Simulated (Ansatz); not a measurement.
Ansatz (an electronic-structure program) job for Au(Cl) anion (AuCl), SMILES [Cl][Au] (connectivity only; charge and spin as stated), charge -1, multiplicity 2, B3LYP-D3(BJ)/def2-TZVPD. 

Ansatz 0.2 input:
```yaml
crystal:
  periodic: [false, false, false]
  atoms:
    - {symbol: Au, position_ang: [0.00000000, 0.00000000, -0.53627560]}
    - {symbol: Cl, position_ang: [0.00000000, 0.00000000, 2.49210426]}
basis:
  gaussian:
    orbitals: def2-TZVPD
hamiltonian:
  xc: b3lyp
  dispersion: d3bj
total_charge: -1
magnetization: {spin_polarized: true, initial_magnetization: 1}
relax: {f_tol: 0.002, max_steps: 200}
```

It prints:

```
WARN ansatz: RAYON_NUM_THREADS=1 ignored (pool sized by the plan → 1); use --threads N
Functional definition: B3LYP
integrals: 0.02 GiB planned
696 factors; their error is unknown
mean field: 0.32 GiB planned
mean field evaluation 1: about -16217.7933 eV, gradient 2.4e1 eV
mean field evaluation 2: about -16212.2407 eV, gradient 4.4e1 eV
mean field evaluation 4: about -16220.4801 eV, gradient 3.1e0 eV
mean field evaluation 8: about -16220.5492 eV, gradient 1.1e-1 eV
mean field evaluation 16: about -16220.6018 eV, gradient 3.7e-5 eV
mean field -16220.60176289 eV, -596.0961200673 hartree, gradient 3.7e-5 eV, S^2 0.753063; 0 other end points of the search recorded, 0 dependent functions left out
the calculation of the forces begins
reference -16220.60195104 eV, -596.0961269818 hartree; 19, 18 occupied and 70, 71 virtual orbitals, 696 factors
relax step   1: F+E_penalty+E_count = -16220.67116256 eV  Δ(F+E_penalty+E_count) = +0.000e0 eV  max|allowed force component| = 7.209e-1 eV/Å  Δτ_max = 0.0000 Å  (33 SCF iters, accepted)
these checks for a lower state are left out or cut short: starts, cluster_reference, orbital_swaps, neighbouring_geometries, increment
integrals: 0.02 GiB planned
696 factors; their error is unknown
mean field: 0.33 GiB planned
mean field -16220.67734247 eV, -596.0988975659 hartree, gradient 1.5e-5 eV, S^2 0.753022; 0 other end points of the search recorded, 0 dependent functions left out
the calculation of the forces begins
reference -16220.67752895 eV, -596.0989044187 hartree; 19, 18 occupied and 70, 71 virtual orbitals, 696 factors
relax step   2: F+E_penalty+E_count = -16220.74811749 eV  Δ(F+E_penalty+E_count) = -7.695e-2 eV  max|allowed force component| = 7.335e-1 eV/Å  Δτ_max = 0.0527 Å  (35 SCF iters, accepted)
these checks for a lower state are left out or cut short: starts, cluster_reference, orbital_swaps, neighbouring_geometries, increment
integrals: 0.02 GiB planned
696 factors; their error is unknown
mean field: 0.33 GiB planned
mean field evaluation 32: about -16220.9055 eV, gradient 9.5e-5 eV
mean field -16220.90554779 eV, -596.1072839568 hartree, gradient 1.3e-5 eV, S^2 0.752878; 0 other end points of the search recorded, 0 dependent functions left out
the calculation of the forces begins
reference -16220.90572676 eV, -596.1072905335 hartree; 19, 18 occupied and 70, 71 virtual orbitals, 696 factors
relax step   3: F+E_penalty+E_count = -16220.97855725 eV  Δ(F+E_penalty+E_count) = -2.304e-1 eV  max|allowed force component| = 2.237e-1 eV/Å  Δτ_max = 0.1950 Å  (39 SCF iters, accepted)
these checks for a lower state are left out or cut short: starts, cluster_reference, orbital_swaps, neighbouring_geometries, increment
integrals: 0.02 GiB planned
696 factors; their error is unknown
mean field: 0.33 GiB planned
mean field -16220.86971959 eV, -596.1059672945 hartree, gradient 3.6e-5 eV, S^2 0.752833; 0 other end points of the search recorded, 0 dependent functions left out
the calculation of the forces begins
reference -16220.86989637 eV, -596.1059737911 hartree; 19, 18 occupied and 70, 71 virtual orbitals, 696 factors
relax step   4: F+E_penalty+E_count = -16220.94363714 eV  Δ(F+E_penalty+E_count) = +3.492e-2 eV  max|allowed force component| = 7.692e-1 eV/Å  Δτ_max = 0.0856 Å  (38 SCF iters, rejected (line search))
these checks for a lower state are left out or cut short: starts, cluster_reference, orbital_swaps, neighbouring_geometries, increment
integrals: 0.02 GiB planned
696 factors; their error is unknown
mean field: 0.33 GiB planned
mean field -16220.91134301 eV, -596.1074969269 hartree, gradient 1.5e-5 eV, S^2 0.752866; 0 other end points of the search recorded, 0 dependent functions left out
the calculation of the forces begins
reference -16220.91152124 eV, -596.1075034770 hartree; 19, 18 occupied and 70, 71 virtual orbitals, 696 factors
relax step   5: F+E_penalty+E_count = -16220.98461913 eV  Δ(F+E_penalty+E_count) = -6.062e-3 eV  max|allowed force component| = 3.554e-2 eV/Å  Δτ_max = 0.0227 Å  (35 SCF iters, accepted)
these checks for a lower state are left out or cut short: starts, cluster_reference, orbital_swaps, neighbouring_geometries, increment
integrals: 0.02 GiB planned
696 factors; their error is unknown
mean field: 0.33 GiB planned
mean field -16220.91142612 eV, -596.1074999812 hartree, gradient 3.9e-5 eV, S^2 0.752864; 0 other end points of the search recorded, 0 dependent functions left out
the calculation of the forces begins
reference -16220.91160423 eV, -596.1075065267 hartree; 19, 18 occupied and 70, 71 virtual orbitals, 696 factors
relax step   6: F+E_penalty+E_count = -16220.98475078 eV  Δ(F+E_penalty+E_count) = -1.317e-4 eV  max|allowed force component| = 5.165e-3 eV/Å  Δτ_max = 0.0043 Å  (34 SCF iters, accepted)
these checks for a lower state are left out or cut short: starts, cluster_reference, orbital_swaps, neighbouring_geometries, increment
integrals: 0.02 GiB planned
696 factors; their error is unknown
mean field: 0.33 GiB planned
mean field -16220.91143463 eV, -596.1075002939 hartree, gradient 2.0e-5 eV, S^2 0.752864; 0 other end points of the search recorded, 0 dependent functions left out
the calculation of the forces begins
reference -16220.91161275 eV, -596.1075068399 hartree; 19, 18 occupied and 70, 71 virtual orbitals, 696 factors
relax step   7: F+E_penalty+E_count = -16220.98475354 eV  Δ(F+E_penalty+E_count) = -2.756e-6 eV  max|allowed force component| = 2.168e-4 eV/Å  Δτ_max = 0.0005 Å  (27 SCF iters, accepted)
integrals: 0.02 GiB planned
696 factors; their error is unknown
mean field: 0.33 GiB planned
mean field evaluation 64: about -16218.0728 eV, gradient 2.6e1 eV
mean field -16220.91143463 eV, -596.1075002939 hartree, gradient 2.0e-5 eV, S^2 0.752864; 1 other end points of the search recorded, 0 dependent functions left out
the calculation of the forces begins
reference -16220.91161275 eV, -596.1075068399 hartree; 19, 18 occupied and 70, 71 virtual orbitals, 696 factors
Total energy: -16220.98493166 eV, -596.1102012601 hartree
Atom 0 at    -0.000000     0.000000    -0.262027 Å, force     0.000000     0.000000    -0.000217 eV/Å
Atom 1 at     0.000000    -0.000000     2.217855 Å, force    -0.000000    -0.000000     0.000217 eV/Å
Dipole moment:    -0.000000     0.000000    -0.713279 e Å
```

The calculation finished and met its thresholds.
